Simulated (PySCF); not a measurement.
[Bi(NCS)2]+ at several levels of theory

Computed with PySCF 2.14.0 (density fitting, no spin-orbit coupling) at the geometry relaxed with r2SCAN:

```xyz
7
[Bi(NCS)2]+ (singlet)
Bi    0.0000    0.0000    0.0000
N     0.0000    0.0000    2.2236
C     0.0000    0.0000    3.4393
S     0.0000    0.0000    5.0069
N     0.0000    0.0000   -2.2236
C     0.0000    0.0000   -3.4393
S     0.0000    0.0000   -5.0069
```

```tsv
level	basis	state	HOMO (eV)	gap (eV)	charge on Bi1 (e)	dipole about the centre of mass (D)	largest force component (eV/Å)
r2SCAN	Bi def2-SVP with ECP60, N def2-SVP, C def2-SVP, S def2-SVP	singlet	-10.95	1.31	1.18	0.00	0.03
M06-L	the same	singlet	-10.90	1.36	1.29	0.00	0.22
wB97X	the same	singlet	-13.35	5.40	1.39	0.00	0.94
BLYP	the same	singlet	-10.43	1.17	1.04	0.00	0.83
r2SCAN	Bi x2c-SVPall, N x2c-SVPall, C x2c-SVPall, S x2c-SVPall	singlet	-10.94	1.30	1.20	0.01	0.20
```

Charges are Mulliken's, which hang on the basis. The relaxation used the grid (50, 194), these runs (75, 302) or, all-electron (x2c bases, spin-free X2C Hamiltonian), (99, 590).

Question: What does CAM-B3LYP with Bi def2-SVP with ECP60, N def2-SVP, C def2-SVP, S def2-SVP give here?

Answer: state singlet, HOMO (eV) -12.45, gap (eV) 3.88, charge on Bi1 (e) 1.28, dipole about the centre of mass (D) 0.00, largest force component (eV/Å) 0.63. Time: 10 s on 2 threads of Arm Neoverse V2, with other jobs on the host, from an already converged density.

In the first row's basis the gap widens with exact exchange: 1.2 to 1.4 eV for BLYP, r2SCAN, M06-L (none); 3.9 to 5.4 eV for CAM-B3LYP, wB97X (rising or full at long range).

No frequency check is given that shows the relaxed geometry to be a minimum.
